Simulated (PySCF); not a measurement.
C5H4F2O2.
Cartesian coordinates in Å at the PBE0-D3(BJ)/def2-SVP level; atoms count from 1:
```xyz
13
C5H4F2O2 angstrom
F      2.799   -0.005   -0.283
C      2.084    0.826    0.486
F      2.868    1.275    1.459
O      1.062    0.141    1.099
C     -0.044   -0.141    0.394
C     -1.185   -0.777    0.775
C     -2.010   -0.778   -0.399
C     -1.305   -0.150   -1.376
O     -0.091    0.242   -0.888
H      1.718    1.661   -0.133
H     -1.401   -1.184    1.758
H     -3.008   -1.200   -0.496
H     -1.496    0.089   -2.417
```

Computed with PBE0-D3(BJ)/def2-SVP geometry optimisation, gas phase (PySCF 2.14.0).

Masses are those of the commonest isotopes; rigid-rotor values at the optimised geometry. The values belong to one conformer with, in the numbering `[F:1][CH:2]([F:3])[O:4][c:5]1[cH:6][cH:7][cH:8][o:9]1`, F1–C2–O4–C5 -79°, C2–O4–C5–C6 -179°.

Task: Give the principal moments of inertia and the rotational constants in MHz.

Result: Ia = 105.87, Ib = 508.44, Ic = 570.36 u·Å²; 505379 MHz·u·Å²/I gives A = 4774, B = 994.0, C = 886.1 MHz.

Task: Classify the top.

Result: A near-prolate asymmetric top; Ray's κ = -0.944.

Task: Is it planar, by Δ = Ic − Ia − Ib?

Result: Not planar: Δ = Ic − Ia − Ib = -43.95 u·Å². For a rigid frame Δ = −2 Σ m c², so Σ m c² = 21.97 u·Å² lies off the ab plane: 2.28 from hydrogen and 19.69 from heavier atoms. The atom farthest from that plane is 1.17 Å away.

Task: Which lines would a microwave search look for?

Result: The dipole components are |μa| = 1.91 D, |μb| = 0.52 D, |μc| = 1.11 D. The squared components, which scale the intensities, stand as 1.00 : 0.08 : 0.34 (a : b : c). Some lines, for components of 0.1 D or more:

```
type  branch         J(Ka,Kc)    MHz  lower level (cm⁻¹)
   a       Q  3(1,2) ← 3(1,3)    647               0.493
   b       R  3(0,3) ← 2(1,2)   1957               0.311
   c       Q  2(1,2) ← 2(0,2)   3674               0.188
   a       R  2(0,2) ← 1(0,1)   3758               0.063
   b       Q  3(1,2) ← 3(0,3)   4167               0.376
   a       R  3(1,3) ← 2(1,2)   5477               0.311
   a       R  3(0,3) ← 2(0,2)   5631               0.188
   a       R  3(2,1) ← 2(2,0)   5649               0.700
   b       R  1(1,1) ← 0(0,0)   5660               0.000
   a       R  3(1,2) ← 2(1,1)   5801               0.321
   c       R  2(1,1) ← 1(0,1)   7756               0.063
   c       R  3(1,2) ← 2(0,2)   9798               0.188
   b       Q  3(2,1) ← 3(1,2)  11190               0.515
   b       Q  2(2,1) ← 2(1,2)  11663               0.311
   b       Q  3(2,2) ← 3(1,3)  11826               0.493
   c       R  2(2,0) ← 1(1,0)  15210               0.192
   c       R  2(2,1) ← 1(1,1)  15315               0.189
   b       R  3(2,2) ← 2(1,1)  16979               0.321
   c       R  3(2,1) ← 2(1,1)  16991               0.321
   b       R  3(2,1) ← 2(1,2)  17315               0.311
```

Task: Estimate the classical rotational partition function at 100 K, 200 K and 500 K.

Result: Point group C1, symmetry number σ = 1; q = (√π/σ)·√((kT/h)³/(ABC)), k/h = 20836.6 MHz/K: 82200 at 100 K, 233000 at 200 K, 919000 at 500 K.

No frequency check. Constants of a rigid frame at the computed geometry: no zero-point averaging, no centrifugal distortion.
